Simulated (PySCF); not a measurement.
Gas-phase reaction: SnH4 + 3 SnF4 → 4 SnHF3

Energies from PySCF, thermal terms from the rigid-rotor harmonic-oscillator model, ideal gas at 1 bar. † marks an energy on the PBE0/def2-TZVP geometry and frequencies; other levels use their own. MP2 and CCSD(T) freeze the core. All species are closed-shell singlets. Sn: scalar-relativistic def2 core potential, no spin-orbit coupling. SnHF3: computed as isolated molecules; such fragments, hydroxides, amides, oligomers or adducts are transient or little studied in the gas. MP2 isn't extrapolated to the basis-set limit; its ΔH°(298 K) is -83.3 kJ in def2-SVP and -93.6 kJ in def2-TZVPP. CCSD(T) isn't extrapolated to the basis-set limit; its ΔH°(298 K) is -87.1 kJ in def2-SVP and -90.3 kJ in def2-TZVPP. The harmonic model lacks anharmonicity and excited electronic states, which grow with temperature; levels with a mode under 35 cm⁻¹ are left out.

```
level                ΔE electronic, kJ  ΔH°(298 K), kJ  ΔS°(298 K), J/K  ΔG°(1000 K), kJ
-------------------  -----------------  --------------  ---------------  ---------------
BLYP/def2-TZVP†                   -110            -110               48             -159
CCSD(T)/def2-SVP†                  -87             -87               48             -136
CCSD(T)/def2-TZVPP†                -90             -90               48             -139
HF/def2-TZVP†                     -101            -101               48             -149
MP2/def2-SVP†                      -83             -83               48             -132
MP2/def2-TZVPP†                    -93             -94               48             -142
PBE/def2-SVP                       -96             -97               44             -141
PBE0/def2-SVP†                    -107            -107               48             -156
ωB97M-V/def2-TZVP†                -102            -102               48             -151
ωB97X-V/def2-TZVP†                -101            -101               48             -150
```
ΔH° is lowest at BLYP/def2-TZVP† and highest at MP2/def2-SVP†. No reference value is set beside these.
